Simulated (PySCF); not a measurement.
A structure optimised at PBE0-D3(BJ)/def2-SVP, used in a PySCF frequency run:

```
B
O 1 1.3596
C 2 1.4029 1 122.49
H 3 1.0993 2 108.28 1 179.93
H 3 1.1031 4 108.32 2 121.43
H 3 1.1031 4 108.32 5 117.14
C 1 1.5742 2 123.71 3 0.00
H 7 1.0988 1 113.01 2 -179.93
H 7 1.1035 8 107.94 1 -122.69
H 7 1.1035 8 107.94 9 -114.65
S 1 1.8074 2 117.24 3 -179.97
C 11 1.8141 1 102.68 2 -0.04
H 12 1.0977 11 107.43 1 179.40
H 12 1.0978 13 109.48 11 120.32
H 12 1.0978 13 109.45 14 119.36
```
Charge 0, spin multiplicity 1.

### Question
Write its SMILES and formula.

### Answer
COB(C)SC, C3H9BOS

### Question
What are its rotational constants (standard atomic weights)?

### Answer
4.2050, 1.9748, 1.3789 GHz
